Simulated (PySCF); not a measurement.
C₃H₆Cl, SMILES C[C](C)Cl, multiplicity 2. Atoms are numbered in the order given.

```xyz
10

C     -1.0659     0.0249    -1.3060
C     -0.3915    -0.1754     0.0000
C     -1.0659     0.0249     1.3060
Cl     1.3316     0.0152     0.0000
H     -1.1103     1.0960    -1.5900
H     -2.1012    -0.3471    -1.2626
H     -0.5371    -0.5015    -2.1148
H     -0.5371    -0.5015     2.1148
H     -1.1103     1.0960     1.5900
H     -2.1012    -0.3471     1.2626
```
Charge 0, spin multiplicity 2.

Coordinates come from a PBE0-D3(BJ)/def2-SVP optimisation. The isomer is the one that the SMILES or the coordinates give; other isomers of the formula were not compared.

Method: PySCF with M06-2X/def2-TZVP.

ESP charges are fitted to the potential on shells at 1.4 to 2.0 van der Waals radii. Atomic charges (e):

```tsv
atom	Löwdin	ESP fit	meta-Löwdin	Mulliken	Mulliken spin
C1	-0.33	-0.60	___	-0.41	-0.07
C2	-0.50	0.28	___	0.04	0.90
C3	-0.33	-0.60	___	-0.41	-0.07
Cl4	0.37	-0.15	___	-0.11	0.05
H5	0.13	0.19	___	0.15	0.06
H6	0.13	0.19	___	0.14	0.01
H7	0.13	0.16	___	0.16	0.02
H8	0.13	0.16	___	0.16	0.02
H9	0.13	0.19	___	0.15	0.06
H10	0.13	0.19	___	0.14	0.01
```

Task: Fill in the missing entries. (An estimate is asked for; the answer gives what the named calculation found.)

Result: 
- C1, meta-Löwdin: -0.33
- C2, meta-Löwdin: 0.01
- C3, meta-Löwdin: -0.33
- Cl4, meta-Löwdin: -0.07
- H5, meta-Löwdin: 0.12
- H6, meta-Löwdin: 0.12
- H7, meta-Löwdin: 0.13
- H8, meta-Löwdin: 0.13
- H9, meta-Löwdin: 0.12
- H10, meta-Löwdin: 0.12

Task: Give the Mayer and Wiberg (Löwdin basis) orders of the bonds. (Estimate from the structure and the level; the computed values follow.)

Result: 
| bond | Mayer | Wiberg |
|---|---|---|
| C1–C2 | 0.99 | 1.41 |
| C2–C3 | 0.99 | 1.41 |
| C2–Cl4 | 1.16 | 1.75 |
| C1–H5 | 0.94 | 0.88 |
| C1–H6 | 0.96 | 0.89 |
| C1–H7 | 0.96 | 0.89 |
| C3–H8 | 0.96 | 0.89 |
| C3–H9 | 0.94 | 0.88 |
| C3–H10 | 0.96 | 0.89 |
